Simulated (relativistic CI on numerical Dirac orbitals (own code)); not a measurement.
Cu4+ in a cubic cluster: 3s photoemission with charge transfer

Computed with a charge-transfer multiplet model of a cubic metal-ligand cluster with up to 3 ligand holes, Slater and spin-orbit integrals from Dirac-Coulomb-Breit ions, Slater integrals scaled by 0.7. The parameters are those of a tetrahedral site (10Dq negative, t2 hopping the larger). The ground state mixes d7 with configurations of k ligand holes L, whose averages lie at kΔ + k(k − 1)U_dd/2; a core hole lowers each added d electron by U_cd. 20 K, Lorentzian 1.4 eV and Gaussian 0.8 eV FWHM.

Atomic integrals in eV (Slater integrals scaled, ζ unscaled), ground: F2dd 10.358, F4dd 6.495, zeta_d 0.120; with the core hole: F2dd 10.999, F4dd 6.926, zeta_d 0.133, G2cd 10.586.

Cluster parameters (eV): U_dd = 8.6, U_cd = 10.6, 10Dq = -0.1, 10Dq(ligand) = 0, V(eg) = 1.52, V(t2g) = -2.59, final-state hopping factor = 1.

```csv
Case,n_d,d7,d8L,d9L2,d10L3,S
Δ = -1.6 eV,7.73,0.36,0.56,0.09,0.00,1.50
Δ = -0.6 eV,7.64,0.42,0.51,0.06,0.00,1.50
Δ = 1.4 eV,7.47,0.56,0.40,0.04,0.00,1.50
Δ = 2.4 eV,7.40,0.63,0.35,0.03,0.00,1.50
Δ = 3.4 eV,7.34,0.68,0.30,0.02,0.00,1.50
```

Weights, n_d and S are thermal averages at 20 K. Binding energies count from the first peak over 30 % of the highest in each spectrum, which can be another peak from case to case. The parameters are a model scan and need not match a compound or its usual spin state. Peaks in eV (height, largest 100):
- Δ = -1.6 eV: 0.0 (100), 2.1 (43), 8.3 (50), 12.3 (27), 14.7 (11), 17.7 (18), 26.9 (10)
- Δ = -0.6 eV: 0.0 (100), 2.2 (39), 8.3 (48), 12.7 (27), 15.6 (14), 17.9 (21), 25.5 (12)
- Δ = 1.4 eV: 0.0 (100), 2.6 (33), 8.5 (48), 13.4 (28), 14.7 (27), 19.3 (10), 23.2 (15)
- Δ = 2.4 eV: 0.0 (100), 2.7 (30), 8.5 (51), 14.0 (36), 20.2 (14), 22.4 (11)
- Δ = 3.4 eV: 0.0 (100), 2.8 (27), 8.6 (53), 14.1 (34), 20.4 (19)

For the case Δ = 1.4 eV, Δ = 1.4 eV is smaller than U_dd = 8.6 eV, the charge-transfer side of the Zaanen-Sawatzky-Allen scheme. With the core hole the configuration with one ligand hole lies at Δ − U_cd = -12.2, -11.2, -9.2, -8.2, -7.2 eV from the one without, in the order of the table; where this is negative the screened configuration lies lower.

Without intra-shell correlation the exchange splitting of the 3s hole comes out too large.
